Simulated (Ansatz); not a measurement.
`C[S+](C)[Cu-][F]`. Total charge 0; spin multiplicity 1. For Cu the d shell is correlated and the shells below it are frozen. Scalar relativity is left out up to krypton.

Cartesian coordinates in Å:
```
C -0.081 0.216 -1.513
S -0.150 0.832 0.177
C -1.084 -0.492 0.963
Cu 1.841 0.713 0.949
F 3.485 0.625 1.590
H 0.511 0.926 -2.089
H -1.092 0.173 -1.921
H 0.390 -0.765 -1.553
H -1.154 -0.249 2.022
H -0.580 -1.450 0.843
H -2.085 -0.528 0.532
```

Question: Give the diagnostics of a CCSD(T)/def2-TZVPP run (frozen core, the Gaussian-basis code of Ansatz). (Estimate.)

Answer: Ansatz gave: T1 = 0.0228, largest single amplitude 0.058, largest double 0.015, (T) share of the correlation energy 4.1 %, 14 CCSD cycles. The RHF solution is stable towards an unrestricted one. T1 lies over the customary mark of 0.02 for closed shells; compounds of d metals often pass it without a breakdown.
